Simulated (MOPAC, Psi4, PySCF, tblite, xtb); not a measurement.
Dimer C4H4S ··· H6B3N3 (SMILES c1ccsc1 and B1NBNBN1) at R = 3.48 Å between the centres of mass, closest contact 3.29 Å (lowest of the rigid-body minima from ten starts at GFN2-xTB). Geometry in Å and degrees:

```
N
H 1 1.0068
B 1 1.4276 2 118.53
N 3 1.4276 1 117.05 2 179.99
H 4 1.0068 3 118.52 1 180.00
B 4 1.4276 5 118.53 3 179.98
N 6 1.4276 4 117.05 5 -179.99
H 7 1.0068 6 118.53 4 -179.98
B 1 1.4276 2 118.53 3 -180.00
H 9 1.1924 1 121.47 2 -0.02
H 6 1.1924 7 121.47 8 0.02
H 3 1.1925 1 121.48 2 -0.01
C 3 3.3045 12 92.70 4 -89.44
C 13 1.3651 3 91.75 12 160.56
H 13 1.0774 14 128.22 4 73.15
H 14 1.0803 13 123.42 15 0.00
C 14 1.4224 16 124.01 13 -180.00
C 17 1.3651 14 112.54 16 179.99
H 18 1.0774 17 128.21 14 179.99
H 17 1.0803 18 123.43 19 -0.01
S 13 1.7183 15 120.29 14 -180.00
```

- GFN2-xTB (tblite)
- SAPT0/jun-cc-pVDZ, frozen core (Psi4)
- PM6, restricted, heats of formation (MOPAC)
- AM1, restricted, heats of formation (MOPAC)
- GFN1-xTB (xtb)
- RKS-B3LYP/6-31G* = restricted B3LYP/6-31G*, spherical d, no counterpoise correction run with PySCF
- RHF/STO-3G = restricted Hartree-Fock/STO-3G, no counterpoise correction (PySCF 2.14.0)
- RKS-LDA (SVWN5)/6-31G* = PySCF 2.14.0 with restricted LDA (SVWN5)/6-31G*, spherical d, no counterpoise correction

**Question.** What interaction energy does each level give?

**Answer.** 
| method | E_int / kJ/mol |
|---|---|
| GFN2-xTB | -19.19 |
| RKS-LDA (SVWN5)/6-31G* | -18.63 |
| GFN1-xTB | -11.87 |
| SAPT0/jun-cc-pVDZ | -6.66 |
| PM6 | -1.48 |
| RHF/STO-3G | 5.89 |
| RKS-B3LYP/6-31G* | 11.51 |
| AM1 | 19.80 |
